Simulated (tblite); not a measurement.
Species: C₄H₈FO₂S (doublet state).
Cartesian coordinates in Å at the GFN2-xTB level; atoms count from 1:
```xyz
16
C4H8FO2S angstrom
C     -2.5718    0.4214    0.0649
S     -1.1302   -0.5050   -0.5424
O     -1.2158   -1.8555   -0.0644
O     -1.0196   -0.3013   -1.9597
C      0.2963    0.3023    0.2552
C      1.5448   -0.4658   -0.2061
C      2.7914    0.1203    0.3115
F      3.0657   -0.0612    1.6177
H     -2.4885    1.4420   -0.2839
H     -3.4577   -0.0472   -0.3455
H     -2.5823    0.3648    1.1451
H      0.1628    0.2367    1.3309
H      0.3108    1.3362   -0.0770
H      1.4369   -1.4965    0.1426
H      1.5610   -0.4616   -1.2968
H      3.2886    0.9792   -0.1035
```

Computed values, GFN2-xTB/tblite, gas phase, harmonic and unscaled. The method is semi-empirical: single wavenumbers can be off by several per cent or more. One conformer, not necessarily the lowest. Open shells enter through the occupations alone, without spin polarisation, and single modes of such species can be off by tens of per cent.

Harmonic wavenumbers (cm⁻¹): 37.9, 51.5, 76.2, 118.0, 120.1, 221.8, 251.2, 271.1, 306.5, 421.6, 447.7, 454.9, 491.8, 677.4, 716.1, 775.2, 847.3, 851.5, 905.6, 991.7, 1005.3, 1118.0, 1120.7, 1149.8, 1164.8, 1227.5, 1265.5, 1266.3, 1272.6, 1302.6, 1409.3, 1418.6, 1433.6, 1442.0, 2970.5, 3002.3, 3020.7, 3034.1, 3067.0, 3082.6, 3092.7, 3114.3.

A = 3765, B = 817.8, C = 797.8 MHz; mass 139.023 u (most abundant isotopes); point group C1, symmetry number 1; spin multiplicity 2.

**Question.** What is the zero-point energy?

**Answer.** ½Σν̃ = 25508 cm⁻¹ = 305.14 kJ/mol.

**Question.** Entropy at 298.15 K, 1 bar (ideal gas, RRHO, classical rotation)?

**Answer.** Translation 170.40, rotation 122.43, vibration 134.23, spin (R ln 2) 5.76: S = 432.8 J/(mol K).

**Question.** And Cp and H(298.15 K) − H(0)?

**Answer.** Cp = 155.13 J/(mol K), of which vibrations give 121.87 (their classical limit is 42 R = 349.2); H(298.15 K) − H(0) = 29.73 kJ/mol without the zero-point energy, 19.81 from vibrations.

**Question.** Which modes carry the vibrational entropy at 298.15 K?

**Answer.** 37.9 cm⁻¹: 22.45; 51.5 cm⁻¹: 19.91; 76.2 cm⁻¹: 16.68; 118.0 cm⁻¹: 13.11; 120.1 cm⁻¹: 12.97; 221.8 cm⁻¹: 8.14 J/(mol K); the other 36 give 40.98 together.

**Question.** Blend soft modes into free rotors: weight 1/[1 + (100 cm⁻¹/ν̃)⁴] for the oscillator and the rest for a rotor with moment μB/(μ + B), μ = h/(8π²ν), B = 10⁻⁴⁴ kg m². What vibrational entropy results?

**Answer.** 119.22 J/(mol K) in place of 134.23, which changes −T·S at 298.15 K by +4.48 kJ/mol.

**Question.** How do the functions run with temperature in this model?

**Answer.** 
```csv
T (K),S (J/(mol K)),Cp (J/(mol K)),H − H(0) (kJ/mol),G − H(0) (kJ/mol),ln q(vib)
100,308.6,83.7,5.94,-24.92,2.43
200,378.2,120.5,16.20,-59.45,5.43
300,433.8,155.8,30.02,-100.12,8.20
500,528.5,216.9,67.63,-196.63,13.32
800,643.9,273.1,141.95,-373.18,20.24
1000,707.6,297.0,199.09,-508.48,24.40
```

q(vib) and H(0) count from the zero-point level.

Hindered rotation and anharmonicity are outside this model. Other conformers, if any are populated, would add a mixing term that is left out. The structure is chiral; the term R ln 2 for an equal mix with its mirror image is left out.
